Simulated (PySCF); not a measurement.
SiHFBr₂, SMILES Br[SiH](Br)F. Atoms are numbered in the order given.

```xyz
5

Si     0.4411    -0.7229     0.0000
F     -0.4401    -2.0783     0.0000
Br    -0.0583     0.4273    -1.8122
Br    -0.0583     0.4273     1.8122
H      1.8671    -1.0838     0.0000
```

The structure is a stationary point at TPSSh-D3(BJ)/def2-SVP. This is a generated structure with no PubChem entry under its InChIKey; it may be hypothetical.

Two levels are set side by side: PBE/pcSseg-1 (PySCF) and HF/pcSseg-1 (PySCF). GIAO shifts against CFCl3 (¹⁹F), TMS (²⁹Si), TMS (¹H) at the same level; non-relativistic, no solvent, atoms listed together averaged. Without spin–orbit terms, shifts of atoms bonded to Cl or Br come out too high at both levels. Differences are taken from unrounded values.

```json
[
 {"quantity": "δ(²⁹Si) of Si1 (ppm)", "PBE": "26.1"},
 {"quantity": "δ(¹⁹F) of F2 (ppm)", "PBE": "-127.9"},
 {"quantity": "δ(¹H) of H5 (ppm)", "PBE": "6.87"}
]
```

Question: These are the PBE values. What does HF give? (The exact figures need the calculation; the answer reports its results.)

Answer: 
```json
[
 {"quantity": "δ(²⁹Si) of Si1 (ppm)", "HF": "7.1", "PBE minus HF": "19.0"},
 {"quantity": "δ(¹⁹F) of F2 (ppm)", "HF": "-99.2", "PBE minus HF": "-28.7"},
 {"quantity": "δ(¹H) of H5 (ppm)", "HF": "5.87", "PBE minus HF": "1.00"}
]
```

Rough cost on one machine, each run with all the roots and properties that it gave: HF against PBE within a factor of 2.
